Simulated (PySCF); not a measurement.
## [ErCl4]− at several levels of theory

Computed with PySCF 2.14.0 (density fitting, no spin-orbit coupling) at the geometry relaxed with r2SCAN:

```xyz
5
[ErCl4]− (singlet in the valence; each metal's 4f electrons, 11 of them, lie in its core potential, out of spins and levels)
Er    0.0000    0.0000    0.0000
Cl    1.4513    1.4513    1.4513
Cl   -1.4513   -1.4513    1.4513
Cl    1.4513   -1.4513   -1.4513
Cl   -1.4513    1.4513   -1.4513
```

```tsv
level	basis	state	HOMO (eV)	gap (eV)	charge on Er1 (e)	population of f-type functions on Er1 (polarisation alone where 4f lies in the core)	dipole about the centre of mass (D)	largest force component (eV/Å)
r2SCAN	Er lcecp-1-SVP with ECP57, Cl def2-SVP	singlet	-3.50	6.89	0.73	0.04	0.00	0.01
M06-L	the same	singlet	-3.42	6.83	0.98	0.03	0.00	0.03
CAM-B3LYP	the same	singlet	-5.75	9.91	0.64	0.04	0.00	0.03
BP86	the same	singlet	-3.13	6.18	0.51	0.04	0.00	0.01
r2SCAN	Er lcecp-1-TZVP with ECP57, Cl def2-TZVP	singlet	-3.75	6.87	1.30	0.05	0.00	0.01
```

In the lcecp rows the 4f levels are missing from HOMO and gap, and the state counts the valence alone.

Charges are Mulliken's, which hang on the basis. The relaxation used the grid (50, 194), these runs (75, 302) or, all-electron (x2c bases, spin-free X2C Hamiltonian), (99, 590).

Problem. What does PBE0 with Er lcecp-1-SVP with ECP57, Cl def2-SVP give here?

Solution. state singlet, HOMO (eV) -4.49, gap (eV) 8.02, charge on Er1 (e) 0.72, population of f-type functions on Er1 (polarisation alone where 4f lies in the core) 0.04, dipole about the centre of mass (D) 0.00, largest force component (eV/Å) 0.05. Time: 6 s on 2 threads of Intel(R) Xeon(R) CPU @ 2.80GHz (Skylake/Cascade Lake), on a shared host, from an already converged density.

In the first row's basis the gap widens with exact exchange: 6.2 to 6.9 eV for BP86, M06-L, r2SCAN (none); 8.0 eV for PBE0 (a fixed share); 9.9 eV for CAM-B3LYP (rising or full at long range).

No frequency check is given that shows the relaxed geometry to be a minimum. An lcecp potential fixes the number of 4f electrons, so in runs with it no electron can move into or out of that shell.
